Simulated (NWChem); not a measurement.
System: CH₄F₂OSi; SMILES O[SiH2]C(F)F

```xyz
9

O      0.5451     2.0511     0.2727
Si    -0.5537     0.8639    -0.1134
C      0.0844    -0.8650     0.4167
F     -0.8513    -1.8048     0.0417
F      1.2542    -1.1308    -0.2723
H      1.3823     2.0415    -0.2122
H     -0.8143     0.7581    -1.5734
H     -1.7880     1.1777     0.6413
H      0.2967    -1.0179     1.4825
```
Atoms are numbered in this order, from 1.

Program: NWChem. Pople sets run with spherical d functions. The geometry was optimised at B3LYP/6-31G* (spherical d). Level: B3LYP/6-31G* with SMD (1 M gas to 1 M solution), gas-phase geometry. Reactions with the solvent are ignored.

### Question
Predict the results for solvent toluene. Quantities: solvation free energy (kcal/mol); cavity-dispersion-structure term (kcal/mol); dipole in solution (D).

### Answer
| Item | Value |
|---|---|
| solvation free energy (kcal/mol) | -2.7 |
| cavity-dispersion-structure term (kcal/mol) | -0.2 |
| dipole in solution (D) | 1.20 |
